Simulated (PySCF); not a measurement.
A series of tetrahedral complexes of Different ions with O ligands

All values are computed with PySCF: state-averaged CASSCF of the d shell with SC-NEVPT2, spin-free X2C, triple-zeta basis on the metal and double-zeta on the ligands, mean-field spin-orbit coupling; model geometries with bond lengths from ionic radii.

```json
{"complex": "[TcO4]3-", "point group": "Td", "M–L / Å": "1.84", "L–M–L / °": "109", "solvent": "water"}
{"complex": "[MnO4]3-", "point group": "Td", "M–L / Å": "1.69", "L–M–L / °": "109", "solvent": "water"}
{"complex": "[MnO4]2-", "point group": "Td", "M–L / Å": "1.61", "L–M–L / °": "109", "solvent": "water"}
{"complex": "[MoO4]3-", "point group": "Td", "M–L / Å": "1.85", "L–M–L / °": "109", "solvent": "water"}
{"complex": "[CrO4]3-", "point group": "Td", "M–L / Å": "1.73", "L–M–L / °": "109", "solvent": "water"}
```

For [TcO4]3-, [MnO4]3-, [MnO4]2-, [MoO4]3-, [CrO4]3- the d shell alone is too small an active space: their values show what this model gives and aren't sound predictions.

(1) Rank by the spin-orbit constant ζ, lowest first.
A. [CrO4]3-
B. [MnO4]2-
C. [TcO4]3-
D. [MoO4]3-
E. [MnO4]3-

(2) What are the ground states and moments?

The tetrahedral shape is imposed. Real complexes may take another, with another ground state.

## Answers

(1) A (216 cm⁻¹), B (237 cm⁻¹), E (274 cm⁻¹), D (554 cm⁻¹), C (683 cm⁻¹).

(2) 
| complex | shell | ground state (NEVPT2) | total orbital splitting (CASSCF fit) / cm⁻¹ | μeff(300 K) / μB |
| --- | --- | --- | --- | --- |
| [TcO4]3- | d2 | 3A2 | 16307 | 2.69 |
| [MnO4]3- | d2 | 3A2 | 14672 | 2.79 |
| [MnO4]2- | d1 | 2E | 19198 | 1.72 |
| [MoO4]3- | d1 | 2E | 15569 | 1.65 |
| [CrO4]3- | d1 | 2E | 14141 | 1.72 |
